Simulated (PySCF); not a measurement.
**Magnetic susceptibility: SMILES [GaH2][c]1ccccc1Br, C₆H₆BrGa**

Molfile (atoms numbered from 1):
```
C6H6BrGa
     RDKit          3D

 14 14  0  0  0  0  0  0  0  0999 V2000
    2.6839   -0.0158    0.0840 Ga  0  0  0  0  0  3  0  0  0  0  0  0
    0.6883   -0.3475    0.0011 C   0  0  0  0  0  0  0  0  0  0  0  0
   -0.2356   -1.3887   -0.0897 C   0  0  0  0  0  0  0  0  0  0  0  0
   -1.5991   -1.1376   -0.1189 C   0  0  0  0  0  0  0  0  0  0  0  0
   -2.0808    0.1594   -0.0586 C   0  0  0  0  0  0  0  0  0  0  0  0
   -1.2008    1.2296    0.0310 C   0  0  0  0  0  0  0  0  0  0  0  0
    0.1407    0.9316    0.0577 C   0  0  0  0  0  0  0  0  0  0  0  0
    1.5083    2.3321    0.1811 Br  0  0  0  0  0  0  0  0  0  0  0  0
    3.5209    0.0827   -1.2254 H   0  0  0  0  0  0  0  0  0  0  0  0
    3.4357   -0.0720    1.4466 H   0  0  0  0  0  0  0  0  0  0  0  0
    0.1273   -2.4083   -0.1369 H   0  0  0  0  0  0  0  0  0  0  0  0
   -2.2938   -1.9618   -0.1899 H   0  0  0  0  0  0  0  0  0  0  0  0
   -3.1433    0.3478   -0.0826 H   0  0  0  0  0  0  0  0  0  0  0  0
   -1.5524    2.2481    0.0782 H   0  0  0  0  0  0  0  0  0  0  0  0
  1  2  1  0
  2  3  2  0
  3  4  1  0
  4  5  2  0
  5  6  1  0
  6  7  2  0
  7  8  1  0
  7  2  1  0
  1  9  1  0
  1 10  1  0
  3 11  1  0
  4 12  1  0
  5 13  1  0
  6 14  1  0
M  END
```

Computed with GIAO PBE/pcSseg-1 magnetisability, rotational g tensor and spin-rotation constants, non-relativistic, gas phase in PySCF. Geometry: GFN2-xTB.

The calculation is non-relativistic, which matters for the atoms heavier than Zn.

(1) How diamagnetic is it, and how anisotropic?

(2) Split it along the inertial axes a, b, c into diamagnetic and paramagnetic parts about the centre of mass, with the quadrupole moment.

(3) And the rotational g tensor?

## Answers

(1) Isotropic -1620 × 10⁻³⁰ J/T², or -97.6 × 10⁻⁶ cm³/mol; principal values -2100, -1423, -1337 × 10⁻³⁰ J/T², anisotropy 724 × 10⁻³⁰ J/T² (root of half the summed squared differences of the principal values). The susceptibility is in cgs units.

(2) 
| axis | χ (10⁻⁶ cm³/mol) | diamagnetic (10⁻⁶ cm³/mol) | paramagnetic (10⁻⁶ cm³/mol) | summed x² of all electrons (Å²) | quadrupole Θ (D Å) |
| --- | --- | --- | --- | --- | --- |
| a | -82.7 | -858.4 | 775.7 | 318.4 | +5.86 |
| b | -83.5 | -1434.0 | 1350.5 | 182.7 | +5.75 |
| c | -126.5 | -2126.0 | 1999.6 | 19.6 | -11.60 |

Anisotropies 2χaa − χbb − χcc = +44.7 and 2χbb − χaa − χcc = +42.1 × 10⁻⁶ cm³/mol. Θ is traceless in Buckingham's convention.

(3) 
```csv
axis,rotational constant (GHz),g,nuclear part,electronic part
a,1.4498,-0.0294,0.4990,-0.5284
b,0.8697,-0.0172,0.5346,-0.5518
c,0.5479,+0.0028,0.5175,-0.5147
```
Asymmetric top; isotopes 79Br, 12C, 69Ga, 1H; no vibrational averaging.
